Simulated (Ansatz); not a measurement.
`CCB(F)F`, charge 0, multiplicity 1.

Problem. Give a relaxed structure at PBE0-D4/def2-TZVP (the Gaussian-basis code of Ansatz). (Estimate.)

Solution. Computed: 
Z-matrix (Å, degrees):
```
C
C 1 1.523
H 1 1.092 2 111.3
H 1 1.092 2 111.4 3 120.3
H 1 1.092 2 111.3 3 -119.4
B 2 1.558 1 115.9 3 59.9
H 2 1.098 1 111.0 3 -62.7
H 2 1.098 1 110.9 3 -177.7
F 6 1.324 2 121.4 1 -179.3
F 6 1.323 2 122.8 1 0.8
```
Point group Cs.
This is one stationary point; other conformers may exist.
